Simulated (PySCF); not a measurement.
OSi, charge -1, doublet, at a GFN2-xTB geometry (a state made from the parent by changing its charge; the spin is typed, not shown lowest) (in this run its highest filled SCF level lies above zero, so its values depend strongly on the basis, on diffuse functions most of all). Base run: PySCF with HF/STO-3G.

Geometry (Å):
```xyz
2

Si     0.0000     0.0000    -0.5760
O      0.0000     0.0000     1.0080
```
Charge -1, spin multiplicity 2.
Orbitals are unrestricted.
All else is at PySCF's defaults.
Base energy -359.11008 Eh.

The base run was repeated with changes; each row names its change, and settings that it needs were set with it.

| change | ΔE vs base (mEh) | SCF cycles | <S^2> | outcome |
|---|---|---|---|---|
| base | 0.000 | 17 | 0.771 | converged |
| level_shift = 0.5 (with mf.max_cycle = 100) | 0.000 | 21 | 0.771 | converged |
| conv_tol_grad = 1e-7 | 0.000 | 17 | 0.771 | converged |
| level_shift = 1.0 (with mf.max_cycle = 100) | 0.000 | 31 | 0.771 | converged |
| init_guess = sap | 0.000 | 16 | 0.771 | converged |
| conv_tol = 1e-11 | 0.000 | 18 | 0.771 | converged |
| diis_space = 12 | 0.000 | 16 | 0.771 | converged |
| init_guess = huckel | 0.000 | 17 | 0.771 | converged |
| diis_space = 20 | 0.000 | 16 | 0.771 | converged |
| conv_tol = 1e-7 | 0.000 | 13 | 0.771 | converged |
| diis = off; damp = 0.3 (with mf.diis_start_cycle = 200; with mf.max_cycle = 150) | -18.760 | 78 | 1.337 | another SCF solution |
| solver = newton | -18.760 | - | 1.337 | another SCF solution |
| init_guess = atom | 0.000 | 16 | 0.771 | converged |

A guess, shift, damping, solver or small numerical setting can't move a converged solution much, so rows marked as another SCF solution ended in a different state.

Open shells are given as the SCF converged; they aren't shown to be the lowest states, and a large step between rows can be another state.
